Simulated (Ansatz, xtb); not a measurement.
**Two structures of Al2Br2Cl2H2**

Structure a is a singlet given by its coordinates and structure b is a singlet given by its coordinates. Both are isolated molecules in the gas phase, relaxed with PBE0-D4/def2-SVP.

a (Å):

```yaml
atoms:
  - { symbol: Al, position_ang: [0.2782, -1.1322, 0.5955] }
  - { symbol: Al, position_ang: [1.1340, 1.5789, -1.1178] }
  - { symbol: Br, position_ang: [-1.8919, -1.7312, 0.5743] }
  - { symbol: Br, position_ang: [0.4276, 1.2414, 1.2052] }
  - { symbol: Cl, position_ang: [0.9189, -0.6681, -1.5697] }
  - { symbol: Cl, position_ang: [3.1819, 2.0397, -1.1216] }
  - { symbol: H, position_ang: [1.4023, -1.9459, 1.3222] }
  - { symbol: H, position_ang: [0.0590, 2.4001, -1.9057] }
```

Close contacts (Å): Al1–Br3 2.25, Al1–Br4 2.46, Al1–Cl5 2.31, Al2–Br4 2.45, Al2–Cl5 2.30, Al2–Cl6 2.10, Al1–H7 1.57, Al2–H8 1.57.

b (Å):

```xyz
8

Al    1.6394   -0.0447   -0.4287
Al   -1.5580    0.0446    0.6665
Br    0.0225   -1.7745    0.2103
Br    0.1117    1.7744    0.1813
Cl    1.8402   -0.0668   -2.5177
Cl   -2.9974    0.0683   -0.8607
H     2.8574   -0.0673    0.5570
H    -1.9158    0.0660    2.1920
```

Close contacts (Å): Al1–Br3 2.45, Al1–Br4 2.45, Al1–Cl5 2.10, Al2–Br3 2.45, Al2–Br4 2.45, Al2–Cl6 2.10, Al1–H7 1.57, Al2–H8 1.57.

Estimate which is lower in electronic energy at CCSD(T)/def2-SVP + ΔMP2/def2-TZVPP, and by roughly how much.

CCSD(T)/def2-SVP + ΔMP2/def2-TZVPP gives E(b) − E(a) = +0.88 kcal/mol, slightly favouring structure a, which is too small a margin to settle the true order.

How the difference moves with the method:

```tsv
level	geometry	E(b) − E(a) (kcal/mol)	departure from the last row (kcal/mol)	job, with rough time for the two
PBE0-D4/def2-SVP	PBE0-D4/def2-SVP	+1.46	+0.58	optimisation, 2.6 min
HF/def2-SVP	PBE0-D4/def2-SVP	+2.63	+1.74	part of the CCSD(T) run
MP2/def2-SVP	PBE0-D4/def2-SVP	+2.25	+1.37	part of the CCSD(T) run
CCSD(T)/def2-SVP	PBE0-D4/def2-SVP	+2.39	+1.50	single point
CCSD(T)/def2-SVP + ΔMP2/def2-TZVPP	PBE0-D4/def2-SVP	+0.88		single point, 1.8 min
```

The largest departure from CCSD(T)/def2-SVP + ΔMP2/def2-TZVPP is that of HF/def2-SVP, 1.74 kcal/mol. Levels run at GFN2-xTB geometries aren't shown. The last row adds to CCSD(T) the change of the MP2 difference between the two basis sets, here −1.50 kcal/mol.

With thermal terms from frequencies at re-optimised GFN2-xTB minima (ideal gas, soft modes damped towards free rotors, one conformer each, 298.15 K, 1 atm): the zero-point term adds +0.04 kcal/mol; ΔH is +0.89 and ΔG +1.48 kcal/mol.

The correlated steps freeze 38 core orbitals; the filled d shell of Br is correlated, in a basis made for valence electrons. Codes used: Ansatz 0.2.0, xtb 6.7.1; the last row on 2 threads of Arm Neoverse V2 on a shared host.
